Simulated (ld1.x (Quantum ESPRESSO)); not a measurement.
## tantalum (Ta): variants of one TM potential

Base potential:

ld1.x (Quantum ESPRESSO) 7.5 input, shortened:

```
&input
   title='Ta', zed=73., rel=1, dft='PZ', iswitch=3,
   config='[Xe] 4f14 5d4 6s1 6p0'
 /
 &inputp
   pseudotype=2, tm=.true., lloc=-1, rcloc=1.90,
   nlcc=.true., rcore=1.90
 /
3
5S  1  0   2.00   0.00  1.85  1.85  0.0
5P  2  1   6.00   0.00  2.20  2.20  0.0
5D  3  2   4.00   0.00  1.95  1.95  0.0
 &test
   configts(1)='5s2 5p6 5d4 6s1 6p0'
 /
```

Occupied shells without a wave of their own: 6s. They enter only through the test configuration that unscreens the potential, and ld1.x also counts them in the model core charge.

All-electron outer shells of the reference configuration (LDA (PZ), scalar-relativistic, ld1.x):

| shell | level (eV) | outermost node (bohr) | outermost maximum (bohr) |
| --- | --- | --- | --- |
| 4d | -220.32 | 0.22 | 0.46 |
| 5s | -71.51 | 0.54 | 0.98 |
| 5p | -38.00 | 0.58 | 1.13 |
| 4f | -23.25 | – | 0.44 |
| 6s | -5.16 | 1.33 | 2.81 |
| 5d | -2.83 | 0.65 | 1.62 |
| 6p | -1.31 | 1.61 | 4.04 |

Cutoffs, loose and tight: the cutoffs (Ry, on a coarse ladder) from which the occupation-weighted sum of valence levels, in a spherical-Bessel basis at the reference potential, stays within 10 and 1 mRy of its value at 400 Ry. They do not see the model core or the augmentation charge, which bear on the density cutoff. Test errors are all-electron minus pseudo excitation energies from the reference, over the configurations 5s2 5p6 5d3 6s2 6p0; 5s2 5p6 5d3 6s1 6p0; 5s2 5p6 5d3 6s0 6p0; 5s1 5p6 5d3 6s2 6p0; 5s2 5p6 5d3 6s1 6p1; 5s2 5p5 5d3 6s2 6p0; 5s2 5p6 5d3 6s0 6p2 (two spin-polarised tests are not counted in the largest error). A dash means not determined; rows that change the core or the reference have their own tests. The largest error is taken over the tests solved by every variant that gives reliable tests at all: 5s1 5p6 5d3 6s2 6p0; 5s2 5p5 5d3 6s2 6p0; 5s2 5p6 5d3 6s0 6p0; 5s2 5p6 5d3 6s1 6p0; 5s2 5p6 5d3 6s2 6p0.

With those shells counted twice in exchange and correlation these files are broken, and their errors move erratically; no question is asked of them.

A true bound ghost makes a file unfit for plane-wave use even where its test errors are small: the radial tests pick states by their node count and pass the ghost by. Where a test does run into it, the solver fails or the error is huge.

```csv
change,outcome,"cutoff, loose","cutoff, tight",bound ghosts,largest test error (meV)
base,"generated, misses its reference levels by 0.41 eV",35 Ry,55 Ry,p,-1641
wave 5p (bound): rc 2.20 bohr becomes 5p (bound): rc 1.42 bohr,"generated, misses its reference levels by 0.41 eV",80 Ry,110 Ry,p,-2021
wave 5p (bound): rc 2.20 bohr becomes 5p (bound): rc 1.60 bohr,"generated, misses its reference levels by 0.41 eV",50 Ry,90 Ry,p,-2001
wave 5p (bound): rc 2.20 bohr becomes 5p (bound): rc 1.86 bohr,"generated, misses its reference levels by 0.41 eV",40 Ry,60 Ry,p,-1837
wave 5p (bound): rc 2.20 bohr becomes 5p (bound): rc 2.00 bohr,"generated, misses its reference levels by 0.41 eV",35 Ry,55 Ry,p,-1736
wave 5p (bound): rc 2.20 bohr becomes 5p (bound): rc 2.28 bohr,"generated, misses its reference levels by 0.41 eV",35 Ry,55 Ry,p,-1621
wave 5p (bound): rc 2.20 bohr becomes 5p (bound): rc 2.46 bohr,"generated, misses its reference levels by 0.41 eV",35 Ry,55 Ry,p,-1636
wave 5p (bound): rc 2.20 bohr becomes 5p (bound): rc 2.66 bohr,"generated, misses its reference levels by 0.41 eV",35 Ry,55 Ry,p,-1723
wave 5p (bound): rc 2.20 bohr becomes 5p (bound): rc 2.84 bohr,"generated, misses its reference levels by 0.41 eV",35 Ry,55 Ry,p,-1839
wave 5p (bound): rc 2.20 bohr becomes 5p (bound): rc 3.04 bohr,"generated, misses its reference levels by 0.41 eV",35 Ry,55 Ry,p,-2151
wave 5p (bound): rc 2.20 bohr becomes 5p (bound): rc 3.32 bohr,"generated, misses its reference levels by 0.41 eV",35 Ry,55 Ry,p,-3043
```

Reading the sweep of the p radius (base included, trends over the rows without a ghost): Bound ghosts are found at 1.42, 1.6, 1.86, 2, 2.2, 2.28, 2.46, 2.66, 2.84, 3.04, 3.32 bohr. Every judged row has one, so this setting neither creates nor removes them.
